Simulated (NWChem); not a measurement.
Everything below was run with NWChem. System: CH5AlO2, charge 0, spin multiplicity 1, displaced from the optimised geometry. The structure started from a generated list of species. Level: BLYP/def2-SVP.

Job file:

```
start mol
memory heap 200 mb stack 900 mb global 1100 mb
geometry units angstroms nocenter noautoz noautosym
  Al     0.035827     0.034470     0.003050
  C     -1.459792    -1.245959    -0.137812
  H     -1.127419    -2.189907    -0.650365
  H     -2.320987    -0.820588    -0.718336
  H     -1.833363    -1.543777     0.879535
  O     -0.076443     1.557253    -0.828668
  H      0.576661     2.282059    -0.857215
  O      1.421580    -0.407592     0.955350
  H      2.237008     0.102569     1.120149
end
basis spherical
  * library def2-svp
end
dft
  xc becke88 lyp
  semidirect memsize 60000000 filesize 0
  iterations 100
  vectors input hcore
end
task dft gradient
```

Output (cleaned and shortened):

```
             Northwest Computational Chemistry Package (NWChem) 7.3.0
             --------------------------------------------------------

                                NWChem Input Module
                                -------------------

 Scaling coordinates for geometry "geometry" by  1.889725989
 (inverse scale =  0.529177249)

                             Geometry "geometry" -> ""
                             -------------------------

 Output coordinates in angstroms (scale by  1.889725989 to convert to a.u.)

  No.       Tag          Charge          X              Y              Z
 ---- ---------------- ---------- -------------- -------------- --------------
    1 Al                  13.0000     0.03582700     0.03447000     0.00305000
    2 C                    6.0000    -1.45979200    -1.24595900    -0.13781200
    3 H                    1.0000    -1.12741900    -2.18990700    -0.65036500
    4 H                    1.0000    -2.32098700    -0.82058800    -0.71833600
    5 H                    1.0000    -1.83336300    -1.54377700     0.87953500
    6 O                    8.0000    -0.07644300     1.55725300    -0.82866800
    7 H                    1.0000     0.57666100     2.28205900    -0.85721500
    8 O                    8.0000     1.42158000    -0.40759200     0.95535000
    9 H                    1.0000     2.23700800     0.10256900     1.12014900

 Effective nuclear repulsion energy (a.u.)     154.5805375231

            Nuclear Dipole moment (a.u.)
            ----------------------------
        X                 Y               Z
 ---------------- ---------------- ----------------
    -0.0000094486    -0.0000000000     0.0000037795


 Summary of "ao basis" -> "" (spherical)
 ------------------------------------------------------------------------------
       Tag                 Description            Shells   Functions and Types
 ---------------- ------------------------------  ------  ---------------------
 *                          def2-svp                  on all atoms

                                 NWChem DFT Module
                                 -----------------

 Summary of "ao basis" -> "ao basis" (spherical)
 ------------------------------------------------------------------------------
       Tag                 Description            Shells   Functions and Types
 ---------------- ------------------------------  ------  ---------------------
 Al                         def2-svp                 8       18   4s3p1d
 C                          def2-svp                 6       14   3s2p1d
 H                          def2-svp                 3        5   2s1p
 O                          def2-svp                 6       14   3s2p1d

 Summary of "ao basis" -> "ao basis" (spherical)
 ------------------------------------------------------------------------------
       Tag                 Description            Shells   Functions and Types
 ---------------- ------------------------------  ------  ---------------------
 Al                         def2-svp                 8       18   4s3p1d
 C                          def2-svp                 6       14   3s2p1d
 H                          def2-svp                 3        5   2s1p
 O                          def2-svp                 6       14   3s2p1d

            General Information
            -------------------
          SCF calculation type: DFT
          Wavefunction type:  closed shell.
          No. of atoms     :     9
          No. of electrons :    40
[...]
  ----- ------------  ---------------      ----- ------------  ---------------
    13      0.652224  1 Al pz                11     -0.345807  1 Al px
    12      0.328050  1 Al py                10      0.275717  1 Al pz
    34      0.212418  3 H  s                 44     -0.205290  5 H  s
    53     -0.183172  6 O  pz                72     -0.179286  8 O  pz
    56     -0.177958  6 O  pz                75     -0.175541  8 O  pz

 Vector   23  Occ=0.000000D+00  E= 4.510157D-02
              MO Center=  1.1D+00,  7.4D-01,  1.9D-01, r^2= 6.2D+00
   Bfn.  Coefficient  Atom+Function         Bfn.  Coefficient  Atom+Function
  ----- ------------  ---------------      ----- ------------  ---------------
    82      0.775322  9 H  s                 69     -0.672209  8 O  s
    63     -0.648579  7 H  s                 50      0.604678  6 O  s
    12     -0.296775  1 Al py                13      0.296403  1 Al pz
    11      0.277635  1 Al px                39      0.203078  4 H  s
    73     -0.185521  8 O  px                81      0.176838  9 H  s

 center of mass
 --------------
 x =   0.06158404 y =   0.05421394 z =   0.00563893

 moments of inertia (a.u.)
 ------------------
         366.953401776377         -69.400624091934         -99.872033291417
         -69.400624091934         367.676722467283          92.871778559009
         -99.872033291417          92.871778559009         523.647566864481

     Multipole analysis of the density
     ---------------------------------

     L   x y z        total         alpha         beta         nuclear
     -   - - -        -----         -----         ----         -------
     0   0 0 0     -0.000000    -20.000000    -20.000000     40.000000

     1   1 0 0      0.563890      0.281950      0.281950     -0.000009
     1   0 1 0      0.463039      0.231520      0.231520     -0.000000
     1   0 0 1      0.053433      0.026714      0.026714      0.000004

     2   2 0 0    -20.534419    -89.495780    -89.495780    158.457141
     2   1 1 0      3.240726    -23.538887    -23.538887     50.318500
     2   1 0 1     -1.132927    -28.027119    -28.027119     54.921310
     2   0 2 0    -21.896146    -87.957884    -87.957884    154.019621
     2   0 1 1      1.877523     25.208654     25.208654    -48.539786
     2   0 0 2    -23.082049    -41.200968    -41.200968     59.319886

            General Information
            -------------------
          SCF calculation type: DFT
          Wavefunction type:  closed shell.
          No. of atoms     :     9
          No. of electrons :    40
           Alpha electrons :    20
            Beta electrons :    20
          Charge           :     0
          Spin multiplicity:     1
          Use of symmetry is: off; symmetry adaption is: off
          Maximum number of iterations: 100
          AO basis - number of functions:    85
                     number of shells:    41
          Convergence on energy requested:  1.00D-06
          Convergence on density requested:  1.00D-05
          Convergence on gradient requested:  5.00D-04

              XC Information
              --------------
                    Becke 1988 Exchange Functional  1.000
              Lee-Yang-Parr Correlation Functional  1.000

             Grid Information
             ----------------
          Grid used for XC integration:  medium
          Radial quadrature: Mura-Knowles
          Angular quadrature: Lebedev.
          Tag              B.-S. Rad. Rad. Pts. Rad. Cut. Ang. Pts.
          ---              ---------- --------- --------- ---------
          Al                  1.25       88           8.0       590
          C                   0.70       49          11.0       434
          H                   0.35       45          12.0       434
          O                   0.60       49          11.0       434
          Grid pruning is: on
          Number of quadrature shells:   460
          Spatial weights used:  Erf1

          Convergence Information
          -----------------------
          Convergence aids based upon iterative change in
          total energy or number of iterations.
          Levelshifting, if invoked, occurs when the
          HOMO/LUMO gap drops below (HL_TOL):  1.00D-02
          DIIS, if invoked, will attempt to extrapolate
          using up to (NFOCK): 10 stored Fock matrices.

                    Damping( 0%)  Levelshifting(0.5)       DIIS
                  --------------- ------------------- ---------------
          dE  on:    start            ASAP                start
          dE off:    2 iters        100 iters           100 iters

      Screening Tolerance Information
      -------------------------------
          Density screening/tol_rho:  1.00D-10
          AO Gaussian exp screening on grid/accAOfunc:  14
          CD Gaussian exp screening on grid/accCDfunc:  20
          XC Gaussian exp screening on grid/accXCfunc:  20
          Schwarz screening/accCoul:  1.00D-08

                            NWChem DFT Gradient Module
                            --------------------------

  charge          =   0.00
  wavefunction    = closed shell

                         DFT ENERGY GRADIENTS

    atom               coordinates                        gradient
                 x          y          z           x          y          z
   1 Al      0.067703   0.065139   0.005764   -0.004485  -0.003709  -0.000470
   2 C      -2.758607  -2.354521  -0.260427    0.001996   0.002007   0.000171
   3 H      -2.130513  -4.138324  -1.229012    0.002416  -0.006980  -0.003674
   4 H      -4.386029  -1.550686  -1.357458   -0.006447   0.003195  -0.004377
   5 H      -3.464554  -2.917316   1.662080   -0.002739  -0.002326   0.007458
   6 O      -0.144456   2.942781  -1.565955   -0.001610   0.003119  -0.002406
   7 H       1.089731   4.312466  -1.619901    0.002925   0.005133  -0.001092
   8 O       2.686397  -0.770237   1.805350    0.002530  -0.002325   0.002534
   9 H       4.227332   0.193827   2.116775    0.005415   0.001886   0.001855

                 ----------------------------------------
                 |  Time  |  1-e(secs)   |  2-e(secs)   |
                 ----------------------------------------
                 |  CPU   |       0.00   |       0.93   |
                 ----------------------------------------
                 |  WALL  |       0.00   |       0.93   |
                 ----------------------------------------

 Task  times  cpu:        3.9s     wall:        3.9s

 Total times  cpu:        3.9s     wall:        3.9s
```
